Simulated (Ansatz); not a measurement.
Basis-set series for `O=C([SiH3])C=[Se]`. Charge 0, multiplicity 1. The structure was optimised at the PBE0-D4/def2-TZVP level. It is one conformer, not always the lowest.

```csv
functional,basis,functions,energy (Eh),HOMO (eV),LUMO (eV)
PBE0-D4,def2-TZVPP,239,-2844.32326,-7.01,-3.97
PBE0-D4,def2-QZVPP,450,-2844.39163,-7.03,-3.99
ωB97M-V,def2-TZVPP,239,-2844.68857,-9.18,-1.85
ωB97M-V,def2-QZVPP,450,-2844.75412,-9.20,-1.87
```

Question: Give the rows for def2-SVP. (Best estimate.)

Answer: Computed: 
| functional | basis | functions | energy (Eh) | HOMO (eV) | LUMO (eV) |
| --- | --- | --- | --- | --- | --- |
| PBE0-D4 | def2-SVP | 112 | -2843.75436 | -6.90 | -3.88 |
| ωB97M-V | def2-SVP | 112 | -2844.11382 | -9.05 | -1.70 |

Scalar relativity is left out up to krypton.
